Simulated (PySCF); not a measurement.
Excitations are Tamm–Dancoff values on a coarser integration grid. The basis has no diffuse functions, so Rydberg states are missing or too high.

Z-matrix (Å, degrees):
```
C
C 1 1.3512
H 2 1.0850 1 116.57
C 1 1.4722 2 121.44 3 179.97
C 4 1.3267 1 125.84 2 179.79
H 5 1.0810 4 122.21 1 -0.03
H 5 1.0815 6 117.03 4 179.95
H 4 1.0840 5 117.16 6 180.00
C 2 1.4878 3 114.21 1 -179.96
H 9 1.0859 2 114.08 3 179.31
H 9 1.0930 10 108.35 8 123.77
H 9 1.0931 10 108.35 11 114.82
B 1 1.5339 2 115.57 3 -0.06
H 13 1.1908 1 123.17 2 -179.73
H 13 1.1923 14 118.31 6 179.95
```
Charge 0, spin multiplicity 1.

Problem. Estimate the S1 oscillator strength, S1 excitation (TDA) and dipole moment that PBE-D3(BJ)/def2-TZVP // CAM-B3LYP-D3(BJ)/def2-TZVP (PySCF) returns for this input.

Solution. 
The S1 oscillator strength is 0.061. The S1 excitation (TDA) is 3.90 eV and the dipole moment comes out as 2.02 D.
